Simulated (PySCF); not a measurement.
Molecule: `Fc1ccncc1`, C5H4FN.

Molfile (atoms numbered from 1):
```
C5H4FN
     RDKit          3D

 11 11  0  0  0  0  0  0  0  0999 V2000
   -0.4049    2.1455    0.2669 F   0  0  0  0  0  0  0  0  0  0  0  0
   -0.2726    0.8392    0.0845 C   0  0  0  0  0  0  0  0  0  0  0  0
   -1.4038    0.0453   -0.0488 C   0  0  0  0  0  0  0  0  0  0  0  0
   -1.2027   -1.3208   -0.2416 C   0  0  0  0  0  0  0  0  0  0  0  0
   -0.0035   -1.8935   -0.3030 N   0  0  0  0  0  0  0  0  0  0  0  0
    1.0615   -1.1071   -0.1709 C   0  0  0  0  0  0  0  0  0  0  0  0
    0.9934    0.2716    0.0260 C   0  0  0  0  0  0  0  0  0  0  0  0
   -2.4009    0.4855   -0.0020 H   0  0  0  0  0  0  0  0  0  0  0  0
   -2.0688   -1.9834   -0.3518 H   0  0  0  0  0  0  0  0  0  0  0  0
    2.0407   -1.5965   -0.2241 H   0  0  0  0  0  0  0  0  0  0  0  0
    1.8869    0.8890    0.1309 H   0  0  0  0  0  0  0  0  0  0  0  0
  1  2  1  0
  2  3  2  0
  3  4  1  0
  4  5  2  0
  5  6  1  0
  6  7  2  0
  7  2  1  0
  3  8  1  0
  4  9  1  0
  6 10  1  0
  7 11  1  0
M  END
```

Geometry PBE0-D3(BJ)/def2-SVP throughout; GIAO in PySCF, gas phase, one conformer, non-relativistic; equivalent atoms averaged; functional PBE0.

**Question.** How do the shifts δ (against CFCl3, TMS, NH3 at the same level) depend on the basis set? (ppm; last column core-seconds on shared hosts with different chips, so compare them loosely)

**Answer.** 
```
    basis set  functions      F1     C2  C4/C6  C3/C7     N5  H9/H10  H8/H11  core-s
       STO-3G         39   -10.4  130.2  121.9  101.1  257.7    8.60    6.94     3.2
     pcSseg-0         71   -95.2  185.6  165.7  123.9  376.1    9.22    7.05     5.3
        6-31G         71  -109.1  164.0  147.0  111.0  323.8    8.98    7.08     6.1
       6-31G*        106   -94.9  161.3  145.7  107.0  302.3    8.65    6.67     9.3
      cc-pVDZ        118   -89.8  167.6  150.7  112.0  327.4    8.64    6.74      10
     def2-SVP        118   -81.7  167.4  149.9  110.0  327.5    8.45    6.74     9.7
     pcSseg-1        139   -99.4  176.2  158.1  116.0  351.1    8.75    6.97      12
  aug-cc-pVDZ        197  -102.7  166.5  151.3  110.0  321.4    8.94    7.14      21
6-311+G(2d,p)        213  -108.1  174.1  156.2  114.2  336.8    8.85    7.08      27
    def2-TZVP        241  -102.8  176.7  157.9  115.2  344.8    8.84    7.02      29
      cc-pVTZ        266   -97.7  175.2  156.8  114.4  344.0    8.79    7.02      32
     IGLO-III        285  -106.2  180.0  161.5  118.4  347.3    8.84    7.07      37
     pcSseg-2        308  -104.8  181.5  162.9  119.2  351.0    8.84    7.08      41
```

**Question.** Which nucleus moves most, in ppm?

**Answer.** N5 (pyridine-type ring nitrogen): from 257.7 ppm with STO-3G to 376.1 ppm with pcSseg-0. The smallest spread is 0.47 ppm, at H8/H11. Proton shifts span only some 12 ppm, so a few tenths of a ppm matter as much there as several ppm in carbon.

**Question.** Taking the largest basis, pcSseg-2 (308 functions), as the yardstick, rank the others by their worst heavy-atom deviation.

**Answer.** IGLO-III 3.7 ppm (285 functions), pcSseg-1 5.4 ppm (139 functions), def2-TZVP 6.2 ppm (241 functions), cc-pVTZ 7.1 ppm (266 functions), 6-311+G(2d,p) 14.2 ppm (213 functions), def2-SVP 23.5 ppm (118 functions), cc-pVDZ 23.6 ppm (118 functions), pcSseg-0 25.1 ppm (71 functions), 6-31G 27.2 ppm (71 functions), aug-cc-pVDZ 29.6 ppm (197 functions), 6-31G* 48.7 ppm (106 functions), STO-3G 94.5 ppm (39 functions).

A small basis that lands close on one nucleus may do so by chance; judge by the trend and by all nuclei.
